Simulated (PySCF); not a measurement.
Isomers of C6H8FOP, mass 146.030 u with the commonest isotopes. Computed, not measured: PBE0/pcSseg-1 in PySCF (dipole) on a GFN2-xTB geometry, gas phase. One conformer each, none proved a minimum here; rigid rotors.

**Question.** Order these by rotational constant C, largest first.
A. `[CH2:1]=[CH:2][CH2:3][P@:4]1(=[O:5])[C:6]([CH3:7])=[C:8]1[F:9]` with C1–C2–C3–P4 -104°, C2–C3–P4–O5 -177°
B. `[CH:1]#[C:2][P@@:3]1(=[O:4])[CH2:5][C@H:6]([F:7])[C@H:8]1[CH3:9]` with C2–P3–C5–C6 89°, P3–C5–C6–F7 138°, C5–C6–C8–C9 -143°, C2–P3–C8–C6 -89°
C. `[CH3:1][O:2][c:3]1[cH:4][cH:5][c:6]([F:7])[p:8]1[CH3:9]` with C1–O2–C3–C4 -2°
D. `[CH3:1][C:2]1=[C:3]([F:4])[P@@:5]1(=[O:6])[CH:7]1[CH2:8][CH2:9]1` with C3–P5–C7–C8 -122°
E. `[CH3:1][O:2][C:3]([F:4])=[C:5]=[P:6][CH:7]1[CH2:8][CH2:9]1` with C1–O2–C3–F4 10°, C5–P6–C7–C8 35°

**Answer.** B (965.2 MHz), A (932.9 MHz), D (823.3 MHz), C (794.3 MHz), E (657.6 MHz).

**Question.** Order these by out-of-plane moment Σ m c² = (Ia + Ib − Ic)/2, largest first.
A. `[CH3:1][O:2][C:3]([F:4])=[C:5]=[P:6][CH:7]1[CH2:8][CH2:9]1` with C1–O2–C3–F4 10°, C5–P6–C7–C8 35°
B. `[CH2:1]=[CH:2][CH2:3][P@:4]1(=[O:5])[C:6]([CH3:7])=[C:8]1[F:9]` with C1–C2–C3–P4 -104°, C2–C3–P4–O5 -177°
C. `[CH:1]#[C:2][P@@:3]1(=[O:4])[CH2:5][C@H:6]([F:7])[C@H:8]1[CH3:9]` with C2–P3–C5–C6 89°, P3–C5–C6–F7 138°, C5–C6–C8–C9 -143°, C2–P3–C8–C6 -89°
D. `[CH3:1][O:2][c:3]1[cH:4][cH:5][c:6]([F:7])[p:8]1[CH3:9]` with C1–O2–C3–C4 -2°
E. `[CH3:1][C:2]1=[C:3]([F:4])[P@@:5]1(=[O:6])[CH:7]1[CH2:8][CH2:9]1` with C3–P5–C7–C8 -122°

**Answer.** B (123.19 u·Å²), C (103.42 u·Å²), E (87.34 u·Å²), A (74.11 u·Å²), D (30.52 u·Å²).

**Question.** Order these by rotational constant A, smallest first.
A. `[CH3:1][C:2]1=[C:3]([F:4])[P@@:5]1(=[O:6])[CH:7]1[CH2:8][CH2:9]1` with C3–P5–C7–C8 -122°
B. `[CH3:1][O:2][C:3]([F:4])=[C:5]=[P:6][CH:7]1[CH2:8][CH2:9]1` with C1–O2–C3–F4 10°, C5–P6–C7–C8 35°
C. `[CH2:1]=[CH:2][CH2:3][P@:4]1(=[O:5])[C:6]([CH3:7])=[C:8]1[F:9]` with C1–C2–C3–P4 -104°, C2–C3–P4–O5 -177°
D. `[CH:1]#[C:2][P@@:3]1(=[O:4])[CH2:5][C@H:6]([F:7])[C@H:8]1[CH3:9]` with C2–P3–C5–C6 89°, P3–C5–C6–F7 138°, C5–C6–C8–C9 -143°, C2–P3–C8–C6 -89°
E. `[CH3:1][O:2][c:3]1[cH:4][cH:5][c:6]([F:7])[p:8]1[CH3:9]` with C1–O2–C3–C4 -2°

**Answer.** C (1465 MHz), D (1946 MHz), A (2281 MHz), E (2560 MHz), B (2655 MHz).

| SMILES | point group | Ia (u·Å²) | Ib (u·Å²) | Ic (u·Å²) | κ | μa (D) | μb (D) | μc (D) |
| --- | --- | --- | --- | --- | --- | --- | --- | --- |
| C#C[P@@]1(=O)C[C@H](F)[C@H]1C | C1 | 259.70 | 470.76 | 523.62 | -0.78 | 0.01 | 3.39 | 2.25 |
| COC(F)=C=PC1CC1 | C1 | 190.38 | 726.36 | 768.52 | -0.96 | 0.93 | 1.44 | 0.18 |
| COc1ccc(F)p1C | C1 | 197.39 | 499.91 | 636.27 | -0.75 | 2.60 | 0.47 | 1.49 |
| CC1=C(F)[P@@]1(=O)C1CC1 | C1 | 221.61 | 566.90 | 613.83 | -0.91 | 0.18 | 1.57 | 3.65 |
| C=CC[P@]1(=O)C(C)=C1F | C1 | 344.96 | 443.17 | 541.75 | -0.22 | 2.30 | 3.35 | 0.87 |
